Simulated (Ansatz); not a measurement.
Input for Ansatz (a program for electronic structure): U-r2SCAN/cc-pVTZ on BH3O (SMILES BO), a point of a bond scan (R = 2.384 Å).

Ansatz 0.2 input:
```yaml
crystal:
  periodic: [false, false, false]
  atoms:
    - {symbol: B, position_ang: [-0.44836328, -0.55342233, 0.06101432]}
    - {symbol: H, position_ang: [-0.22802360, -2.12163415, 1.84258834]}
    - {symbol: H, position_ang: [-1.30242775, -0.64193468, -0.77341615]}
    - {symbol: O, position_ang: [0.44517449, 0.45958125, 0.02792633]}
    - {symbol: H, position_ang: [0.32104168, 1.06992460, -0.70686739]}
basis:
  gaussian:
    orbitals: cc-pVTZ
hamiltonian:
  xc: {name: r2SCAN}
magnetization: {spin_polarized: true, initial_magnetization: 0}
```

It printed:

```
WARN ansatz: RAYON_NUM_THREADS=2 ignored (pool sized by the plan → 2); use --threads N
Functional definition: r2SCAN
integrals: 0.02 GiB planned
559 factors; their error is unknown
mean field: 0.28 GiB planned
mean field evaluation 1: about -2765.0678 eV, gradient 3.4e1 eV
mean field evaluation 2: about -2749.4389 eV, gradient 7.1e1 eV
mean field evaluation 4: about -2768.6656 eV, gradient 2.6e0 eV
mean field evaluation 8: about -2768.7395 eV, gradient 2.3e-1 eV
mean field evaluation 16: about -2768.7943 eV, gradient 6.4e-1 eV
mean field -2768.83447355 eV, -101.7527901194 hartree, gradient 1.6e-5 eV, S^2 0.406058; 1 other end points of the search recorded, 0 dependent functions left out
reference -2768.83448558 eV, -101.7527905615 hartree; 8, 8 occupied and 94, 94 virtual orbitals, 559 factors
Total energy: -2768.83448558 eV, -101.7527905615 hartree
```

Self-consistency was reached. Its determinant has ⟨S²⟩ = 0.41, a mixture of spin states.

Cost: very roughly 3 core-seconds.
